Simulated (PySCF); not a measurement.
How methods differ on the ionisation energy of Zn

Zn [Ar] 3d10 4s2 (1S) → Zn⁺ [Ar] 3d10 4s1 (2S), as a difference of total energies. Computed with PySCF 2.14 in 6-31G*, with no relativity, point nucleus. Correlated levels: valence: [Ar] frozen. The calculations carry no spin-orbit coupling.

```csv
method,ionisation energy (eV),difference from reference (eV)
UHF,7.401,-1.993
M06-2X,8.951,-0.443
PBE,8.798,-0.596
MP2 (valence),8.231,-1.163
SCS-MP2 (valence),8.291,-1.103
CCSD (valence),8.445,-0.949
CCSD(T) (valence),8.484,-0.910
```

Reference: 9.394 eV (measured; NIST Atomic Spectra Database, ionization energies).

These non-relativistic numbers lack the scalar-relativistic shift.

Errors of the correlated levels include the incompleteness of this basis and the frozen core.
